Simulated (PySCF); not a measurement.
Br2Ni, SMILES [Br][Ni-][Br] (connectivity only; charge and spin as stated), charge -1, multiplicity 2.

Geometry optimised at B3LYP-D3(BJ)/def2-SVPD. The multiplicity is an assumed one; other spin states were not compared.

The numbers are results of PBE/def2-TZVPD run with PySCF, not measurements.

Gas-phase values at a fixed geometry. A positive occupied level means that this level leaves the electron formally unbound; only the finite basis holds it.

The total energy is -6655.84967 hartree. The point group is D∞h and the α spin, highest occupied and lowest empty level is -0.25 and 2.90 eV. The β spin, highest occupied and lowest empty level is 0.30 and 0.36 eV. The dipole moment about the centre of nuclear charge is 0.00 D. The ⟨S²⟩ comes out as 0.754 (pure state 0.75).
